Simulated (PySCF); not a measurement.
C₂H₅NO₂Si, SMILES O=C/N=C/O[SiH3].

Geometry: r2SCAN-D4/def2-SVP. The structure was generated by enumeration; whether it is a known compound was not checked. The values are those of a single conformer.

The numbers are results of PySCF with TDA-PBE0/def2-SVPD, not measurements.

Vertical excitations. The molecule is in vacuum.

Computed excitation energies, oscillator strengths and character:
```tsv
state	energy (eV)	λ (nm)	f	main pairs
S1	4.18	296	0.001	HOMO→LUMO 97 %
S2	5.42	229	0.010	HOMO−2→LUMO 92 %
S3	6.24	199	0.218	HOMO−1→LUMO 74 %
S4	6.74	184	0.100	HOMO→LUMO+3 59 %, HOMO→LUMO+1 17 %, HOMO−1→LUMO 10 %
S5	7.00	177	0.049	HOMO→LUMO+1 72 %, HOMO→LUMO+3 18 %
S6	7.22	172	0.001	HOMO−3→LUMO 72 %
S7	7.35	169	0.001	HOMO−1→LUMO+1 97 %
S8	7.49	165	0.011	HOMO−4→LUMO 77 %, HOMO−3→LUMO 12 %
S9	7.57	164	0.003	HOMO→LUMO+2 81 %
S10	7.74	160	0.127	HOMO−2→LUMO+1 71 %
T1	3.70	335	0	HOMO→LUMO 93 %
T2	4.34	286	0	HOMO−1→LUMO 91 %
T3	4.85	256	0	HOMO−2→LUMO 88 %
T4	6.22	199	0	HOMO−1→LUMO+3 36 %, HOMO−6→LUMO 34 %, HOMO→LUMO+3 6 %
```
Triplets are in the Tamm–Dancoff approximation.
